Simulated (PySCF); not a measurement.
B3LYP has the VWN-RPA correlation part, as in Gaussian. Delta-SCF ions had no search for a lower state. Excitations are Tamm–Dancoff values on a coarser integration grid. The basis has no diffuse functions, so Rydberg states are missing or too high.

Cartesian coordinates (Å):
```xyz
4

O     -2.0071    -0.0430    -0.0012
B     -0.8143     0.0682     0.0001
B      0.8143     0.2193    -0.0001
O      2.0071     0.3306     0.0013
```
Charge 0, spin multiplicity 1.

Question: What dipole moment, S1 excitation (TDA), HOMO, HOMO–LUMO gap, vertical ionisation energy (Delta-SCF), total energy and LUMO does B3LYP-D3(BJ)/def2-TZVP run with PySCF give?

Answer: 
The dipole moment is 0.00 D. The S1 excitation (TDA) is 6.39 eV and the HOMO comes out as -10.70 eV. The HOMO–LUMO gap is 8.02 eV, the vertical ionisation energy (Delta-SCF) comes out as 13.36 eV and the total energy is -5451.25 eV. The LUMO is -2.68 eV.
